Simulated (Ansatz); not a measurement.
dichloromethane (CH2Cl2), singlet, geometry from GFN2-xTB; B3LYP/6-311G** (Ansatz, a quantum-chemistry and plane-wave program).

The Ansatz input:
Ansatz 0.2 input:
```yaml
crystal:
  periodic: [false, false, false]
  atoms:
    - {symbol: C, position_ang: [-0.01277935, 0.00575548, 0.78091376]}
    - {symbol: Cl, position_ang: [0.02591339, 1.46008427, -0.22991785]}
    - {symbol: Cl, position_ang: [-0.01872900, -1.46331993, -0.20910236]}
    - {symbol: H, position_ang: [-0.92568470, 0.02391950, 1.37405321]}
    - {symbol: H, position_ang: [0.88022607, -0.00344613, 1.40380793]}
basis:
  gaussian:
    orbitals: 6-311G__.json
hamiltonian:
  xc: b3lyp
```
The basis file holds 6-311G** in the JSON format of the Basis Set Exchange.

Task: What does Ansatz print? Leave out banner, timings and long lists.

Result: 
```
Functional definition: B3LYP
726 factors; their error is unknown
mean field evaluation 1: about -26115.2241 eV, gradient 2.4e1 eV
mean field evaluation 2: about -26114.3372 eV, gradient 3.0e1 eV
mean field evaluation 4: about -26116.5739 eV, gradient 6.3e-1 eV
mean field evaluation 8: about -26116.5894 eV, gradient 1.2e-1 eV
mean field -26116.58939974 eV, -959.7669579802 hartree, gradient 5.8e-5 eV, S^2 0.000000; 0 other end points of the search recorded, 0 dependent functions left out
reference -26116.58961743 eV, -959.7669659803 hartree; 21, 21 occupied and 63, 63 virtual orbitals, 726 factors
Total energy: -26116.58961743 eV, -959.7669659803 hartree
```
